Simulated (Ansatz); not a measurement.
```yaml
crystal:
  periodic: [false, false, false]
  atoms:
    - {symbol: F, position_ang: [0.224749, -0.526341, 1.874102]}
    - {symbol: Hf, position_ang: [0.067530, -0.134308, 0.038732]}
    - {symbol: F, position_ang: [1.472088, -1.003028, -0.866548]}
    - {symbol: Cl, position_ang: [-1.968370, -0.944212, -0.746979]}
    - {symbol: h, position_ang: [0.253902, 2.534288, -0.340607]}
basis:
  gaussian: {orbitals: def2-mTZVP}
hamiltonian: {xc: {name: wB97X-V}}
output: {forces: true}
```

```sh
$ ansatz run in.yaml --threads 4 --pin off --events-out ev --progress --plain --max-ram 10444MiB
```

It prints (some lines left out):

```
Error: YAML parse error: error: line 8 column 16: `h` is not an element symbol (H … Og, case-exact)
 6 |     - {symbol: F, position_ang: [1.472088, -1.003028, -0.866548]}
 7 |     - {symbol: Cl, position_ang: [-1.968370, -0.944212, -0.746979]}
 8 |     - {symbol: h, position_ang: [0.253902, 2.534288, -0.340607]}
 9 | basis:
10 |   gaussian: {orbitals: def2-mTZVP}
```

Task: What is wrong with this run?

Result: An element symbol is wrong. The program refused the input.
